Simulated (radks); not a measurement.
Results of a calculation; reference values are marked as such.
Question: The bismuth ion Bi+, configuration [Hg] 6d2 (not the ground configuration). Level of theory: Dirac Kohn-Sham, BLYP, spin-unpolarised, spherical densities, point nucleus; open shells are shared between the two j in proportion to 2j + 1 (a radial shooting solver on a logarithmic mesh with Libxc functionals). Some entries of the table are withheld. Estimate them.

orbital,occ.,eigenvalue (hartree),<r^2> (bohr^2)
1s1/2,2,-3327.480,0.0003459
2s1/2,2,-597.7420,0.005184
2p1/2,2,-574.2577,(1)
2p3/2,4,-488.9676,(2)
3s1/2,2,-144.6570,0.03358
3p1/2,2,-134.0625,(3)
3p3/2,4,-114.9661,(4)
3d3/2,4,-97.63753,0.02802
3d5/2,6,-93.59002,0.02972
4s1/2,2,-33.59575,0.1605
4p1/2,2,-28.99239,0.1625
4p3/2,4,-24.28490,0.1934
4d3/2,4,-16.80774,0.2000
4d5/2,6,-15.92950,0.2106
5s1/2,2,-6.30589,0.7741
4f5/2,6,-6.22526,(5)
4f7/2,8,-6.02345,(6)
5p1/2,2,(7),(8)
5p3/2,4,(9),(10)
5d3/2,4,-1.57577,1.662
5d5/2,6,-1.46405,1.780
6s1/2,2,(11),4.755
6d3/2,0.8,-0.19915,22.23
6d5/2,1.2,-0.19293,23.43

Answer: 
(1) 2p1/2 <r^2> (bohr^2): 0.003642
(2) 2p3/2 <r^2> (bohr^2): 0.004823
(3) 3p1/2 <r^2> (bohr^2): 0.03049
(4) 3p3/2 <r^2> (bohr^2): 0.03680
(5) 4f5/2 <r^2> (bohr^2): 0.2292
(6) 4f7/2 <r^2> (bohr^2): 0.2356
(7) 5p1/2 eigenvalue (hartree): -4.70977
(8) 5p1/2 <r^2> (bohr^2): 0.8824
(9) 5p3/2 eigenvalue (hartree): -3.80078
(10) 5p3/2 <r^2> (bohr^2): 1.070
(11) 6s1/2 eigenvalue (hartree): -0.99280
